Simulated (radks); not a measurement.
Question: Species: the silver ion Ag4+. Configuration: [Kr] 4d7. Method: Dirac Kohn-Sham, PBE, spin-unpolarised, spherical densities, finite nucleus; open shells fill j = l - 1/2 first; Fermi nuclear charge, rms radius 4.5454 fm; computed with a radial shooting solver on a logarithmic mesh with Libxc functionals. Some entries of the table are withheld. Estimate them.

orbital,occ.,eigenvalue (hartree),<1/r> (bohr^-1)
1s1/2,2,-932.4134,49.44
2s1/2,2,-139.0803,(1)
2p1/2,2,(2),11.37
2p3/2,4,(3),10.68
3s1/2,2,(4),3.984
3p1/2,2,-23.38201,3.890
3p3/2,4,-22.24420,3.723
3d3/2,4,-15.42941,3.559
3d5/2,6,-15.20018,3.516
4s1/2,2,-5.55177,1.539
4p1/2,2,(5),1.426
4p3/2,4,(6),1.375
4d3/2,4,-2.21447,1.109
4d5/2,3,-2.18791,1.097

Answer: 
(1) 2s1/2 <1/r> (bohr^-1): 11.39
(2) 2p1/2 eigenvalue (hartree): -129.3977
(3) 2p3/2 eigenvalue (hartree): -122.9549
(4) 3s1/2 eigenvalue (hartree): -27.23307
(5) 4p1/2 eigenvalue (hartree): -4.32179
(6) 4p3/2 eigenvalue (hartree): -4.12615
